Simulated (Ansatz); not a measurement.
Relaxation of Rh5⁺ with RKS r2SCAN-D4/def2-SVP.

```sh
$ ansatz run in.yaml --threads 4 --pin off --events-out ev --progress --plain --max-ram 4787MiB
```

```yaml
crystal:
  periodic: [false, false, false]
  atoms:
    - {symbol: Rh, position_ang: [1.888340, -0.372100, -0.652290]}
    - {symbol: Rh, position_ang: [-1.888240, 0.371350, 0.652800]}
    - {symbol: Rh, position_ang: [0.145460, -1.000220, 0.981720]}
    - {symbol: Rh, position_ang: [-0.506540, -0.330130, -1.273810]}
    - {symbol: Rh, position_ang: [0.360970, 1.331100, 0.291590]}
basis:
  gaussian: {orbitals: def2-SVP}
total_charge: 1
hamiltonian: {xc: r2scan, dispersion: d4}
scf: {lower_state_search: "off"}
output: {orbitals: {seedname: orbitals}}
relax: {f_tol: 0.02, max_steps: 100}
```

It took 73 s on 4 threads of Arm Neoverse V1 on a shared host.

Positions (Å) and forces (eV/Å) at steps 1, 2, 4, 5 of 5:

```xyz
5
step=1 energy=-15038.6155 eV
Rh    1.888   -0.372   -0.652    0.164   -0.131   -0.102
Rh   -1.888    0.371    0.653   -0.225   -0.072    0.049
Rh    0.145   -1.000    0.982    0.102    0.035    0.342
Rh   -0.507   -0.330   -1.274   -0.041    0.216   -0.274
Rh    0.361    1.331    0.292    0.000   -0.047   -0.015
5
step=2 energy=-15038.6245 eV
Rh    1.896   -0.393   -0.662   -0.062    0.008    0.017
Rh   -1.906    0.354    0.653    0.059   -0.021   -0.021
Rh    0.155   -0.984    1.005   -0.065    0.017   -0.179
Rh   -0.505   -0.304   -1.286    0.043   -0.086    0.166
Rh    0.361    1.327    0.291    0.026    0.082    0.016
5
step=4 energy=-15038.6264 eV
Rh    1.893   -0.391   -0.661    0.001   -0.005   -0.003
Rh   -1.903    0.354    0.652   -0.005   -0.006    0.000
Rh    0.152   -0.985    0.997   -0.003    0.005   -0.002
Rh   -0.504   -0.309   -1.281    0.003    0.002    0.005
Rh    0.362    1.332    0.291    0.003    0.005    0.001
5
step=5 energy=-15038.6264 eV
Rh    1.893   -0.392   -0.661   -0.002    0.000    0.001
Rh   -1.904    0.353    0.652    0.002   -0.001   -0.001
Rh    0.152   -0.985    0.997    0.000   -0.001    0.002
Rh   -0.503   -0.308   -1.280   -0.001    0.000   -0.002
Rh    0.362    1.332    0.292    0.000    0.000    0.000
```

In the def2 sets Rh takes a core potential; there is no spin–orbit coupling. The restricted singlet is unstable towards broken spin symmetry in Hartree–Fock (as tested in another run); at r2SCAN-D4/def2-SVP this wasn't settled. An occupied level of the charge 1 singlet lies above an empty one (by up to 0.19 eV), so this SCF solution is probably not the lowest. The relaxation made no stability test and no search for a lower SCF solution. No other spin state of charge 1 was run. Another isomer (singlet) lies 0.71 eV lower at PBE0-D4/def2-TZVP; other spin states weren't run for this one.
